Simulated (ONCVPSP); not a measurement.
# Configuration tests for Ce (ONCV)

```
Element                 : Ce (Z = 58)
Generator               : ONCVPSP 4.0.1
Type                    : optimised norm-conserving Vanderbilt (ONCV)
Functional              : LDA (Perdew-Wang 92)
Relativity              : scalar-relativistic
Frozen core             : [Kr] 4d10 4f1
Valence charge          : 11
Reference configuration : 5s2 5p6 5d1 6s1.5 (charge +0.5)
Partial waves           : 5s+6s: rc 2.70 bohr, ncon 4, nbas 8, qcut 3.4 1/bohr, 2 projectors; 5p: rc 2.15 bohr, ncon 3, nbas 6, qcut 6.5 1/bohr, 2 projectors, debl 1.2 Ha; 5d: rc 2.80 bohr, ncon 4, nbas 8, qcut 3.4 1/bohr, 1 projector
Local potential         : polynomial inside 1.50 bohr (lpopt 2, dvloc0 3 Ha)
Core correction         : Teter function, fcfact 2, rcfact 1.15
```

Energies are relative to the spin-unpolarised reference configuration 5s2 5p6 5d1 6s1.5; without spin polarisation the order of configurations can differ from experiment. Not all tests gave a result: 1 of 4 tests not solved or not reliable.

| valence configuration | charge | ΔE all-electron (eV) | error AE − PS (meV) |
| --- | --- | --- | --- |
| 5s2 5p6 5d1 6s2 | 0 | -2.523 | +0.3 |
| 5s2 5p6 5d1 6s1 | +1 | 3.742 | -1.1 |
| 5s2 5p6 5d1 6s0 | +2 | 15.083 | -7.8 |

Levels in the configuration 5s2 5p6 5d1 6s0:

```tsv
level	all-electron (eV)	pseudo (eV)
5s	-53.613	-53.739
5p	-36.099	-36.142
5d	-15.027	-15.032
```
